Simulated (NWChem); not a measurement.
**Basis-set convergence for H$_{2}$S$_{2}$Si**

```xyz
5

Si     0.4310     0.9127     0.0000
S      1.3619    -1.0324     0.0000
H      0.2792    -1.8473     0.0000
S     -1.6218     0.2556     0.0000
H     -2.1551     1.4986     0.0000
```
Charge 0, spin multiplicity 1.

Everything below was run with NWChem. The geometry was optimised at PBE0/def2-SVP, a minimum by its harmonic frequencies. It is one conformer; others weren't searched.

Quantity: LUMO energy at the level PBE0.

The Pople sets run with spherical d functions. The structure started from a generated list of species.

```csv
basis,functions,LUMO energy (eV)
STO-3G,29,[?]
6-31G*,58,[?]
pcseg-1,64,-2.41
cc-pVDZ,64,-2.16
6-31+G*,70,-2.40
6-311G**,90,-2.41
aug-pcseg-1,99,-2.34
6-311++G**,104,-2.40
cc-pVTZ,130,[?]
aug-cc-pVTZ,196,-2.29
```

Problem. What belongs in the gaps?

Solution. 
- STO-3G, LUMO energy (eV): 2.08
- 6-31G*, LUMO energy (eV): -2.32
- cc-pVTZ, LUMO energy (eV): -2.23
